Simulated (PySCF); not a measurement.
**Radial density of V²⁺ (vanadium, charge +2)**

HSE06, [Ar] 3d2 4p1, one real determinant (an excited configuration). All numbers are calculated (PySCF 2.14, no relativity, point nucleus, in def2-QZVPPD (11s6p5d3f2g, 93 functions)).

```
r (bohr)  4πr²ρ (e/bohr)  4πr²(ρα − ρβ)
 0.00118          0.1346         0.0000
 0.00198          0.3670         0.0000
 0.00333          0.9760         0.0000
 0.00560           2.487        -0.0001
 0.00941           5.906        -0.0003
  0.0158           12.45        -0.0005
  0.0266           21.56        -0.0003
  0.0448           27.27         0.0022
  0.0753           23.22         0.0127
   0.127           21.92         0.0401
   0.213           29.68         0.1180
   0.359           16.97         0.4873
   0.603           9.431         1.4185
    1.01           10.01         1.5870
    1.71           2.141         0.7470
    2.87          0.4959         0.4774
    4.83         0.09209         0.0921
    8.12       0.0007130         0.0007
```

⟨L²⟩ = 13.96 against 20 for a pure G term, so this real determinant mixes terms.
